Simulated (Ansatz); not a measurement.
Species: [Zn(Cl)2] (charge 0, multiplicity 1).

Task: Give a relaxed geometry from PBE-D3(BJ)/def2-SVP in Ansatz (a first-principles code).

Result: the end point of this relaxation.
Cartesian coordinates (Å) in one orientation:
```xyz
3

Zn     0.000     0.000     0.000
Cl    -0.990    -0.299    -1.831
Cl     0.990     0.299     1.831
```
